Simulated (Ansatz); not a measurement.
B₈⁻. Total charge -1; doublet. Geometry PBE-D4/def2-SVPD, basis def2-TZVPD, Ansatz.

```xyz
8

B     1.5215    0.4721   -0.8709
B     0.2012   -0.4472   -1.1770
B    -0.9770   -1.0458    0.8759
B    -0.0798   -0.0749    1.7639
B     1.0201    0.3426    0.6828
B     0.2528    1.3973   -0.7055
B    -1.1656   -1.1257   -0.7035
B    -0.7732    0.4816    0.1342
```

```tsv
run	HOMO (eV)	LUMO (eV)
A	-0.32	1.01
B	-0.59	0.89
C	-0.28	0.79
D	-0.83	1.21
E	-1.21	1.58
```

HSE06 is defined as in plane-wave codes, on full-range PBE exchange. Another isomer (doublet) lies 2.04 eV lower at PBE0-D4/def2-TZVPD; other spin states weren't run for this one.

HOMO and LUMO are taken over both spins.

**Question.** The runs used B97M-V, HSE06, PBE, PBE0, r2SCAN. Estimate which is which.

**Answer.** A B97M-V (0 % exact exchange); B r2SCAN (0 % exact exchange); C PBE (0 % exact exchange); D HSE06 (range-separated); E PBE0 (25 % exact exchange). Exact exchange lowers occupied and raises empty levels; among semilocal functionals meta-GGAs tend to open the gap a little, and such runs are hard to tell apart. The gap grows from 1.07 eV (PBE) to 2.79 eV (PBE0). At B97M-V/def2-TZVPD, r2SCAN-D4/def2-TZVPD, HSE06-D4/def2-TZVPD, PBE0-D4/def2-TZVPD the charge -1 doublet is spin-contaminated (final ⟨S²⟩ up to 0.98, 0.75 for a pure state).
